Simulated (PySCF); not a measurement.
## Telling isomers of C₆H₄O₄ apart by NMR

- geometry: GFN2-xTB
- GIAO PBE0/pcSseg-1 shieldings
- code: PySCF 2.14.0 with density-fitted response routines
- gas phase, one computed conformer, relativity neglected, one averaged value for each set of equivalent atoms

Scale: TMS for 1H (σref 31.72) and 13C (σref 186.93) (reference shieldings calculated alike). Where no couplings were computed, multiplicities follow the n + 1 count of equivalent neighbours, and m marks all less simple cases (inequivalent or close neighbours, rings, F or P nearby). Shifts are as computed. Against solution values, carbons near 30 ppm lie about +3 ppm off and those near 130 ppm about +5 ppm. Of 1211 compounds with measured shifts, 218 miss one by over three times the rms of a fit or turn the order of signals round; such compounds aren't used in these exercises.

(1) Tabulate the signals of `O=COc1ccc(=O)oc1`, `O=COc1ccoc(=O)c1` and their relative energies.

(2) What is the quickest way to tell O=COc1ccc(=O)oc1 from O=COc1ccoc(=O)c1?

Results:

(1) 
```tsv
SMILES	carbon types	δC	δH	E rel. (kcal/mol)
O=COc1ccc(=O)oc1	2×C 4×CH	162.0, 161.8, 154.2, 145.1, 143.2, 123.2	9.54 (s, 1H), 8.18 (s, 1H), 7.39 (d, 1H), 6.43 (d, 1H)	4.0
O=COc1ccoc(=O)c1	2×C 4×CH	167.8, 164.0, 162.5, 161.0, 110.5, 106.8	8.28 (s, 1H), 7.81 (s, 1H), 7.73 (d, 1H), 5.95 (d, 1H)	0.0
```

Energies are electronic energies at PBE0/pcSseg-1 on these geometries, without zero-point or thermal terms, each for the one conformer computed, which needn't be the lowest.

(2) Both give the same number of carbon signals, with the same numbers of each carbon type, so the positions decide. The first has a unsaturated ring carbon (C) at 143.2 ppm, the second a unsaturated ring CH at 106.8 ppm. Their most deshielded carbons lie at 162.0 and 167.8 ppm. In the proton spectra the most deshielded non-exchanging signals are 9.54 (s, 1H) and 8.28 (s, 1H).
